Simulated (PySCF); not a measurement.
trichloroethylene cation (C₂HCl₃), SMILES ClC=C(Cl)Cl (connectivity only; charge and spin as stated), charge +1, multiplicity 2.

Geometry: B3LYP-D3(BJ)/def2-SVP. The spin state was assumed, not searched.

Two levels are set side by side: PBE/def2-TZVP (PySCF) and r2SCAN/def2-TZVP (PySCF). Same geometry, gas phase. Differences are taken from unrounded values.

```tsv
quantity	r2SCAN
α-spin orbital gap (eV)	4.01
β-spin orbital gap (eV)	2.30
mean polarisability (bohr³)	63.4
```

Task: What does PBE give, and how far is it from r2SCAN? (An estimate is asked for; the answer gives what the named calculation found.)

Result: 
```csv
quantity,PBE,PBE minus r2SCAN
α-spin orbital gap (eV),3.72,-0.29
β-spin orbital gap (eV),1.86,-0.44
mean polarisability (bohr³),63.9,0.4
```

Rough cost on one machine, each run with all the roots and properties that it gave: r2SCAN against PBE about 3 times.
